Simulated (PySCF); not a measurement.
Species: C2H6BF3Se.
Atom-mapped SMILES: `[CH3:1][Se+:2]([CH3:3])[B-:4]([F:5])([F:6])[F:7]` (hydrogens: H8, H9, H10 on C1; H11, H12, H13 on C3)

Level of theory: PySCF 2.14.0, PBE0-D3(BJ)/def2-SVP geometry optimisation, gas phase.

Task: List the bond lengths, angles and torsions at this level.

Result: 
| bond | length (bohr) | order |
| --- | --- | --- |
| C1–Se2, Se2–C3 | 3.655 | single |
| Se2–B4 | 4.391 | single |
| B4–F5, B4–F7 | 2.543 | single |
| B4–F6 | 2.561 | single |
| C1–H8 and 5 like bonds | 2.074 | single |

Bonds in one row agree within 0.02 bohr and their mean is given. Orders are formal, as drawn. A selection of angles:
| angle | degrees |
| --- | --- |
| Se2–C1–H8 | 106.6 |
| Se2–C1–H9 | 108.6 |
| H8–C1–H9 | 109.6 |
| H9–C1–H10 | 111.5 |
| C1–Se2–C3 | 98.6 |
| C1–Se2–B4 | 94.7 |
| Se2–B4–F5 | 102.1 |
| F5–B4–F6 | 115.7 |
| F5–B4–F7 | 117.4 |

Torsions: C1–Se2–B4–F5 173° (antiperiplanar). The mirror-image conformer, all signs reversed, is as good.

Se2 (selenium bonded to B and 2 C) is pyramidal (angles 98.6°, 95.5° and 94.7°, sum 288.8°, 1.04 Å off the plane of its three neighbours). Of the pairs four or more bonds apart, F6···H11 is among the closest relative to their van der Waals radii: 2.48 Å, 93 % of the sum of Bondi's values. B4 (four-coordinate boron) is distorted tetrahedral (angles from 100.6° to 117.4°).

Point group: near Cs, missed by 0.16 Å at most; the miss may be what the optimiser left on a soft mode. PBE0-D3(BJ)/def2-SVP frequencies: not computed here.
